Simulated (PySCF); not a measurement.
**V (vanadium, neutral) across methods**

[Ar] 3d2 4s2 4p1, one real determinant (an excited configuration). All numbers are calculated (PySCF 2.14, the non-relativistic Hamiltonian (point nucleus), in aug-cc-pVTZ with one added diffuse shell each of s, p, d, f, g type (9s8p6d4f3g, 118 functions)).

```json
{"method": "PBE0", "E (hartree)": "-943.467", "mean ε 4s α (eV)": "-7.653", "mean ε 4s β (eV)": "-6.547", "mean ε 4p α (eV)": "-3.641", "Σ⟨r²⟩ (bohr²)": "53.86", "⟨S²⟩": "3.759"}
{"method": "r2SCAN", "E (hartree)": "-943.626", "mean ε 4s α (eV)": "-6.959", "mean ε 4s β (eV)": "-5.898", "mean ε 4p α (eV)": "-3.134", "Σ⟨r²⟩ (bohr²)": "53.86", "⟨S²⟩": "3.766"}
{"method": "UHF", "E (hartree)": "-942.68682", "mean ε 4s α (eV)": "-9.597", "mean ε 4s β (eV)": "-7.786", "mean ε 4p α (eV)": "-4.751", "Σ⟨r²⟩ (bohr²)": "56.29", "⟨S²⟩": "3.890"}
{"method": "LDA", "E (hartree)": "-941.489", "mean ε 4s α (eV)": "-6.923", "mean ε 4s β (eV)": "-6.027", "mean ε 4p α (eV)": "-2.907", "Σ⟨r²⟩ (bohr²)": "53.66", "⟨S²⟩": "3.754"}
```

**Question.** Estimate the same row for PBE.

**Answer.** E (hartree) = -943.423; mean ε 4s α (eV) = -6.767; mean ε 4s β (eV) = -5.854; mean ε 4p α (eV) = -2.937; Σ⟨r²⟩ (bohr²) = 53.94; ⟨S²⟩ = 3.756.

⟨L²⟩ = 14.01 against 20 for a pure G term, so this real determinant mixes terms.
